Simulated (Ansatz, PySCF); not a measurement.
1,1-dimethylcyclopropane (C5H10), SMILES CC1(C)CC1. Atoms are numbered in the order given.

```xyz
15

C      0.0000    -1.2696    -0.9666
C      0.0000     0.0000    -0.1491
C      0.0000     1.2696    -0.9666
C     -0.7517     0.0000     1.1529
C      0.7517     0.0000     1.1529
H     -0.8902    -1.3224    -1.6149
H      0.0000    -2.1629    -0.3238
H      0.8902    -1.3224    -1.6149
H      0.0000     2.1629    -0.3238
H     -0.8902     1.3224    -1.6149
H      0.8902     1.3224    -1.6149
H     -1.2672     0.9177     1.4509
H     -1.2672    -0.9177     1.4509
H      1.2672     0.9177     1.4509
H      1.2672    -0.9177     1.4509
```

The structure is a stationary point at PBE0-D3(BJ)/def2-SVP.

Two levels are set side by side: PBE-D3(BJ)/def2-SVP (Ansatz, a quantum-chemistry and plane-wave program) and PBE0-D3(BJ)/def2-SVP (Ansatz). Each level has its own optimised geometry; the coordinates shown are those of the second. Frequencies come from the Hessian of PySCF at each geometry. Differences are taken from unrounded values.

| quantity | PBE0-D3(BJ) |
|---|---|
| mean bond length (Å) | 1.234 |
| bond C1–C2 (Å) | 1.510 |
| bond C2–C3 (Å) | 1.510 |
| bond C2–C4 (Å) | 1.503 |
| bond C2–C5 (Å) | 1.503 |
| bond C4–C5 (Å) | 1.503 |
| bond C1–H6 (Å) | 1.103 |
| bond C1–H7 (Å) | 1.101 |
| bond C1–H8 (Å) | 1.103 |
| bond C3–H9 (Å) | 1.101 |
| bond C3–H10 (Å) | 1.103 |
| bond C3–H11 (Å) | 1.103 |
| bond C4–H12 (Å) | 1.094 |
| bond C4–H13 (Å) | 1.094 |
| bond C5–H14 (Å) | 1.094 |
| bond C5–H15 (Å) | 1.094 |
| highest harmonic wavenumber (cm⁻¹) | 3242 |
| mean harmonic wavenumber (cm⁻¹) | 1548 |
| zero-point energy (kcal/mol) | 86.29 |

### Question
What does PBE-D3(BJ) give, and how far is it from PBE0-D3(BJ)? (Estimate from the structure and the level; the computed values follow.)

### Answer

```tsv
quantity	PBE-D3(BJ)	PBE-D3(BJ) minus PBE0-D3(BJ)
mean bond length (Å)	1.243	0.009
bond C1–C2 (Å)	1.518	0.008
bond C2–C3 (Å)	1.518	0.008
bond C2–C4 (Å)	1.515	0.012
bond C2–C5 (Å)	1.515	0.012
bond C4–C5 (Å)	1.515	0.011
bond C1–H6 (Å)	1.111	0.008
bond C1–H7 (Å)	1.109	0.008
bond C1–H8 (Å)	1.111	0.008
bond C3–H9 (Å)	1.109	0.008
bond C3–H10 (Å)	1.111	0.008
bond C3–H11 (Å)	1.111	0.008
bond C4–H12 (Å)	1.102	0.008
bond C4–H13 (Å)	1.102	0.008
bond C5–H14 (Å)	1.102	0.008
bond C5–H15 (Å)	1.102	0.008
highest harmonic wavenumber (cm⁻¹)	3151	-92
mean harmonic wavenumber (cm⁻¹)	1498	-50
zero-point energy (kcal/mol)	83.51	-2.78
```

Exact exchange shortens and stiffens bonds; PBE has none. Differences between two approximate levels are no errors against the true value.
